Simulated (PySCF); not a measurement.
Si(H)2(Me)(SH) (CH₆SSi), SMILES C[SiH2]S.

Geometry optimised at PBE0-D3(BJ)/def2-SVP. The values are those of a single conformer.

These are PySCF with M06-2X/def2-TZVPD values and carry that method's errors.

Gas-phase values at a fixed geometry.

Problem. Estimate the frontier levels, gap, dipole moment and polarisability. (Estimate from the structure and the level; the computed values follow.)

Solution. 
| Property | Value |
|---|---|
| highest occupied level | -8.50 eV |
| lowest empty level | 0.21 eV |
| orbital gap | 8.71 eV |
| dipole moment | 1.69 D |
| quadrupole, principal values (traceless, Buckingham form, about the centre of nuclear charge) | -2.27, -1.65, 3.92 D·Å |
| mean static polarisability | 63.2 bohr³ (9.36 Å³) |
| polarisability, principal values | 55.4, 60.4, 73.6 bohr³ |
